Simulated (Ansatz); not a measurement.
`FC(F)(Cl)C[SiH3]` + HBr → `FC(F)(Cl)Br` + `C[SiH3]`  (substitution at a C–C bond)

Gas-phase electronic energies from Ansatz, PBE0-D4/def2-TZVP geometries. CCSD(T)/CBS is the MP2 limit (def2-TZVPP, def2-QZVPP) plus CCSD(T) − MP2 in def2-TZVPP, frozen cores. This one scheme is used for every species. Functionals use def2-TZVPP. For Br outer-core shells are correlated without core-valence functions, which leaves a few kJ/mol of doubt a bond. Scalar relativity is left out up to krypton. One conformer a species, not always the lowest.

```
         level  ΔE (kJ/mol)
        PBE-D4         42.9
           PBE         40.4
MP2/def2-TZVPP         55.9
CCSD/CBS(def2)         59.9
```

Problem. What does CCSD(T)/CBS give? (An estimate is asked.)

Solution. The calculation gave: +57.5 kJ/mol. The listed levels differ from it by -14.6, -17.1, -1.6, 2.4 kJ/mol.

Largest T1 diagnostic among the species: 0.011.

From PBE to PBE0 (25 % exact exchange), in def2-TZVPP and without D4, ΔE moves by +9.3 kJ/mol. In def2-TZVPP, CCSD(T) changes the Hartree–Fock value by −6.8 kJ/mol (the triples alone add −2.3 kJ/mol) and MP2 by −10.5 kJ/mol. The D4 term adds +3.4 kJ/mol with B3LYP and +2.3 kJ/mol with PBE0; it sums over pairs of atoms, weighted by their polarisabilities, and B3LYP, whose exchange is more repulsive, gets the larger term.

B3LYP here is the variant with VWN-RPA as its local correlation; programs differ in this.
